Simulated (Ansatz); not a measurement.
Basis sets compared for the cluster Ag2Se⁺ (the lowest doublet isomer of a short search). Total charge 1; doublet. Geometry PBE-D4/def2-TZVP. Ansatz on 4 threads of Arm Neoverse V2 on a shared host; times are rough, and most runs start from earlier orbitals.

```xyz
3

Ag    0.172   -1.431    1.142
Ag    0.902    1.054   -1.206
Se   -1.074    0.377    0.065
```

In the def2 sets Ag takes a core potential; there is no spin–orbit coupling. The structure comes from a short search, and lower isomers may exist.

| level | functions | energy (Eh) | HOMO (eV) | LUMO (eV) | wall time |
| --- | --- | --- | --- | --- | --- |
| PBE-D4/def2-SVP | 94 | -2694.6214 | -11.32 | -10.36 | 1.6 s |
| PBE0-D4/def2-SVP | 94 | -2694.6665 | -12.24 | -9.11 | 2.6 s |

Task: Estimate the rows for PBE-D4/def2-TZVP, PBE0-D4/def2-TZVP.

Result: 
```
            level  functions  energy (Eh)  HOMO (eV)  LUMO (eV)  wall time
 PBE-D4/def2-TZVP        128   -2694.9913     -11.28     -10.28      2.4 s
PBE0-D4/def2-TZVP        128   -2695.0335     -12.18      -9.02      5.5 s
```
